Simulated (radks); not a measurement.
Results of a calculation; reference values are marked as such.
All-electron atom: Kr in [Kr] (the NIST ground configuration). Code: a radial shooting solver on a logarithmic mesh with Libxc functionals. Model: scalar-relativistic Kohn-Sham, PBE, spin-polarised, spherical densities, finite nucleus; Fermi nuclear charge, rms radius 4.1884 fm; hard spherical wall at 20 bohr.

Normalised radial functions P(r) = r R(r), r in bohr:

| r | 3d | 4s |
|---|---|---|
| 0.005363 | 0.0001 | 0.0880 |
| 0.007039 | 0.0003 | 0.1071 |
| 0.009166 | 0.0006 | 0.1269 |
| 0.01203 | 0.0013 | 0.1464 |
| 0.01567 | 0.0027 | 0.1613 |
| 0.02056 | 0.0057 | 0.1668 |
| 0.02678 | 0.0117 | 0.1556 |
| 0.03515 | 0.0239 | 0.1186 |
| 0.04613 | 0.0475 | 0.0488 |
| 0.06007 | 0.0897 | -0.0494 |
| 0.07885 | 0.1658 | -0.1660 |
| 0.1027 | 0.2862 | -0.2582 |
| 0.1348 | 0.4712 | -0.2760 |
| 0.1769 | 0.7167 | -0.1659 |
| 0.2303 | 0.9838 | 0.0610 |
| 0.3023 | 1.2229 | 0.3248 |
| 0.3937 | 1.3367 | 0.4507 |
| 0.5167 | 1.2694 | 0.3098 |
| 0.6782 | 1.0262 | -0.0909 |
| 0.8831 | 0.7023 | -0.5495 |
| 1.159 | 0.3873 | -0.8582 |
| 1.509 | 0.1719 | -0.8748 |
| 1.981 | 0.0550 | -0.6498 |
| 2.58 | 0.0126 | -0.3643 |
| 3.386 | 0.0017 | -0.1462 |
| 4.445 | 0.0001 | -0.0406 |
| 5.788 | 0.0000 | -0.0076 |

3d: eigenvalue -81.402 eV, 0 radial nodes, <r> = 0.556 bohr, 90 % of the charge inside 0.910 bohr. 4s: eigenvalue -23.049 eV, 3 radial nodes at r = 0.0531, 0.216, 0.643 bohr, <r> = 1.57 bohr, 90 % of the charge inside 2.34 bohr.
